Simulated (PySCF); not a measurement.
Phosphorus: a sound run and one with changed settings

Sound run: P²⁺ [Ne] 3s2 3p1, P³⁺ [Ne] 3s2. Calculation: PySCF 2.14, in cc-pVDZ-DK; the spin-free X2C one-electron Hamiltonian (Gaussian nucleus). In the sound run the correlated levels freeze [Ne]. The sound run starts from symmetry-adapted Hartree-Fock orbitals and uses a fine grid where one is needed.

Changed run: basis STO-3G, all-electron and non-relativistic. This setting is unsound on purpose.

```csv
species,method,sound run (hartree),changed run (hartree),converged
P²⁺,UHF,-340.45437,-335.95185,yes
P²⁺,M06-L,-340.95440,-336.37351,yes
P²⁺,MN15,-340.95961,-335.44875,yes
P²⁺,MP2,-340.49260,-335.96803,yes
P²⁺,CCSD(T),-340.51279,-335.98011,yes
P³⁺,UHF,-339.36868,-334.85136,yes
P³⁺,M06-L,-339.85069,-335.24006,yes
P³⁺,MN15,-339.85327,-334.32424,yes
P³⁺,MP2,-339.40051,-334.87637,yes
P³⁺,CCSD(T),-339.41646,-334.89365,yes
```

Ionisation energy of P²⁺:

```csv
method,sound run (eV),changed run (eV)
UHF,29.543,29.946
M06-L,30.034,30.843
MN15,30.105,30.600
MP2,29.717,29.706
SCS-MP2,29.698,29.658
CCSD,29.817,29.564
CCSD(T),29.833,29.564
```

A minimal basis cannot let orbitals breathe on ionisation and holds almost no correlation. The Hamiltonian changed with the basis, so the totals do not compare.

For comparison, NIST gives 30.203 eV between the lowest levels.
